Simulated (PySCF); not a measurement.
# Two-dimensional NMR puzzle

Compound of formula C$_{5}$H$_{2}$FN$_{3}$. Correlations simulated from computed shifts and couplings:

HSQC (one-bond C–H):
```
  δH    δC  1J(C,H) (Hz)
5.14  88.2           169
```

HMBC (two and three bonds, |J| ≥ 2.5 Hz):
```
  δH  δC [abs. J in Hz]
5.14        112.5 [5.1]
```

Carbons without hydrogens: δ 112.5, 26.4.

Calculated, not measured (PySCF): couplings computed with B3LYP/pcJ-1 (spin–dipole term only in couplings to heteroatoms), GFN2-xTB geometry, shielding tensors at PBE0/pcSseg-1 (GIAO). One averaged value for each set of equivalent atoms, in vacuum, one conformer, relativity neglected.

δ = σ(ref) − σ, references computed at the same level: 1H and 13C against TMS.

Exchangeable hydrogens are left out of these lists, and C,H couplings along chains are those of one rotamer, so weak HMBC peaks may be missing or extra.

Assemble the structure.

## Answers

`InChI=1S/C5H2FN3/c6-1-5(2-7,3-8)4-9/h1H2`.

Mapped SMILES: `[N:1]#[C:2][C:3]([C:4]#[N:5])([C:6]#[N:7])[CH2:8][F:9]`. Each H is labelled by its parent atom.

- δC 112.5 is C2/C4/C6, a nitrile carbon.
- δC 88.2 is C8, an sp3 CH2 bonded to F (δH 5.14).
- δC 26.4 is C3, a quaternary sp3 carbon α to a nitrile.
- HMBC from δH 5.14 reaches the proton-free carbon C2/C4/C6.

The data come from this structure; uniqueness wasn't tested.

Common functionals overestimate the size of one-bond C–F couplings by tens of Hz; these are unscaled. Shifts are as computed. Against solution values, carbons near 30 ppm lie about +3 ppm off and those near 130 ppm about +5 ppm. Of 1211 compounds with measured shifts, 218 miss one by over three times the rms of a fit or turn the order of signals round; such compounds aren't used in these exercises.
